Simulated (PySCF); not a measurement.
Screening by computed properties: pick the candidate that meets the target.

All species are isolated and taken at one optimised geometry, non-relativistic unless stated. Electronic properties by PySCF.

The conformers computed, where there is a choice (atom-mapped SMILES and torsion angles):
- `[CH2:1]=[CH:2][SiH2:3][C@@H:4]([CH3:5])[SiH2:6][CH3:7]`: C1–C2–Si3–C4 -171°, C2–Si3–C4–C5 171°, Si3–C4–Si6–C7 -65°
- `[CH3:1][O:2][C:3]1=[CH:4][CH:5]=[C:6]([CH2:7][Cl:8])[CH:9]=[CH:10][CH2:11]1`: C1–O2–C3–C4 -12°, C5–C6–C7–Cl8 95°
- `[CH2:1]=[C:2]1[CH2:3][C@@H:4]([SiH2:5][Cl:6])[C@H:7]1[F:8]`: C3–C4–Si5–Cl6 -74°
- `[CH2:1]=[C:2]([CH3:3])[SiH2:4][CH2:5][CH2:6][SiH3:7]`: C1–C2–Si4–C5 -9°, C2–Si4–C5–C6 -69°, Si4–C5–C6–Si7 177°
- `[CH3:1][C:2]([CH3:3])=[CH:4][SiH2:5][C@@H:6]([F:7])[SiH2:8][Cl:9]`: C2–C4–Si5–C6 170°, C4–Si5–C6–F7 48°, Si5–C6–Si8–Cl9 -51°
- `[CH3:1][C@@H:2]([NH2:3])[C@@H:4]1[CH2:5][C@H:6]([C:7]#[N:8])[C@H:9]1[F:10]`: C1–C2–C4–C5 174°, H–N3–C2–C1 61°, H–N3–C2–C1 -179°
- `[CH3:1][C@@H:2]([CH2:3][SiH:4]([F:5])[F:6])[CH:7]([F:8])[F:9]`: C1–C2–C3–Si4 -173°, C2–C3–Si4–F5 157°, C1–C2–C7–F8 169°

(1) Wanted: dipole moment between 1 D and 2.4 D (PBE0/pcSseg-1) and HOMO energy below -7.3 eV (PBE0/pcSseg-1), at GFN2-xTB geometries. Which candidate meets both?
A. `C=C1C[C@@H]([SiH2]Cl)[C@H]1F`
B. `C1(OC)CC=CC(=CC=1)CCl`
C. `C=C[SiH2][C@@H](C)[SiH2]C`
D. `C=C(C)[SiH2]CC[SiH3]`
E. `CC(C)=C[SiH2][C@@H](F)[SiH2]Cl`
F. `C[C@@H](N)[C@@H]1C[C@H](C#N)[C@H]1F`
G. `C(F)(F)[C@@H](C)C[SiH](F)F`

## Answers

(1) A. Computed values:
```
                            species  dipole moment  HOMO energy
          C=C[SiH2][C@@H](C)[SiH2]C         0.12 D     -7.83 eV
               C=C(C)[SiH2]CC[SiH3]         0.62 D     -7.55 eV
       C=C1C[C@@H]([SiH2]Cl)[C@H]1F         2.01 D     -7.72 eV
              C1(OC)CC=CC(=CC=1)CCl         2.75 D     -6.12 eV
     CC(C)=C[SiH2][C@@H](F)[SiH2]Cl         2.93 D     -7.34 eV
         C(F)(F)[C@@H](C)C[SiH](F)F         3.32 D     -9.09 eV
C[C@@H](N)[C@@H]1C[C@H](C#N)[C@H]1F         3.92 D     -7.16 eV
```
